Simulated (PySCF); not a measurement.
Input file for PySCF: R-HF/3-21G on CH4Cd (SMILES [CH3][CdH]), a point of a bond scan (R = 4.543 Å).

```python
from pyscf import gto, scf, dft, mp
from pyscf.data.elements import chemcore

mol = gto.M(
    atom='''
    Cd   -0.28068773   -0.15103297   -0.04141861
    H    -4.24768414   -2.28560170   -0.62679327
    C     1.58135131    0.85089642    0.23334606
    H     2.03123692    0.55928180    1.18282066
    H     1.43288682    1.93112443    0.23532541
    H     2.27072534    0.59541191   -0.57190501
    ''',
    basis='3-21g',
    charge=0, spin=0, verbose=3, max_memory=1800)
mf = scf.RHF(mol)
mf.conv_tol = 1e-8
mf.max_cycle = 100
mf.kernel()
if not mf.converged:
    mf = mf.newton().run(mf.mo_coeff, mf.mo_occ)
```

Program output:

```
converged SCF energy = -5479.57147068197
```

The run converged.

Cost: about 0.4 core-seconds (a rough figure).
